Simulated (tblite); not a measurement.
Species: C5H9NOSi.
Numbering: `[CH3:1][O:2][C@@H:3]1[C@@H:4]([SiH3:5])[C@@H:6]1[C:7]#[N:8]` (hydrogens: H9, H10, H11 on C1; H12 on C3; H13 on C4; H14, H15, H16 on Si5; H17 on C6)

The geometry is computed with GFN2-xTB (gas phase).

Give the optimised bond lengths and angles.

| bond | length (pm) | order |
| --- | --- | --- |
| C1–O2 | 141.1 | single |
| O2–C3 | 138.1 | single |
| C3–C4 | 148.9 | single |
| C4–Si5 | 188.5 | single |
| C4–C6 | 152.1 | single |
| C6–C7 | 141.5 | single |
| C7≡N8 | 114.6 | triple |
| C3–C6 | 152.2 | single |
| C1–H9, C1–H11 | 109.1 | single |
| C1–H10 | 109.7 | single |
| C3–H12 | 109.2 | single |
| C4–H13 | 108.4 | single |
| Si5–H14, Si5–H15, Si5–H16 | 146.3 | single |
| C6–H17 | 108.5 | single |

Bonds in one row agree within 1 pm and their mean is given. Orders are formal, as drawn. A selection of angles:
| angle | degrees |
| --- | --- |
| O2–C1–H9 | 106.2 |
| O2–C1–H10 | 111.0 |
| H9–C1–H10 | 109.6 |
| C1–O2–C3 | 113.9 |
| O2–C3–C4 | 117.8 |
| O2–C3–C6 | 120.7 |
| O2–C3–H12 | 114.0 |
| C4–C3–C6 | 60.7 |
| C4–C3–H12 | 118.8 |
| C6–C3–H12 | 114.9 |
| C3–C4–Si5 | 121.3 |
| C3–C4–C6 | 60.8 |
| C3–C4–H13 | 112.8 |
| Si5–C4–C6 | 120.0 |
| Si5–C4–H13 | 116.7 |
| C6–C4–H13 | 113.3 |
| C4–Si5–H14 | 107.9 |
| H14–Si5–H15 | 110.5 |
| H14–Si5–H16 | 109.9 |
| C4–C6–C7 | 118.7 |
| C4–C6–H17 | 118.2 |
| C7–C6–H17 | 113.8 |
| C3–C6–C4 | 58.6 |
| C3–C6–C7 | 119.6 |
| C3–C6–H17 | 117.3 |
| C6–C7–N8 | 179.8 |

Torsions: C1–O2–C3–C4 152° (antiperiplanar); O2–C3–C4–Si5 139° (anticlinal); C3–C4–C6–C7 109° (anticlinal); O2–C3–C6–C4 107° (anticlinal).

Of the pairs four or more bonds apart, C7···H11 is among the closest relative to their van der Waals radii: 2.78 Å, 96 % of the sum of Bondi's values. O2 (ether oxygen) is bent (angle 113.9°). The C–O distances run from 1.381 Å (O2–C3, drawn single) to 1.411 Å (C1–O2, drawn single), a spread of 0.030 Å. The C–C distances run from 1.415 Å (C6–C7, drawn single) to 1.522 Å (C3–C6, drawn single), a spread of 0.107 Å. Si5 (SiH3 silicon) is tetrahedral (angles from 107.9° to 111.9°). The 3-membered ring C3–C4–C6 has internal angles of 58.6° to 60.8°.

Point group: C1 (no symmetry element, even within 0.4 Å). Its GFN2-xTB frequencies are all real (lowest 73 cm⁻¹). The numbers are those of one conformer.
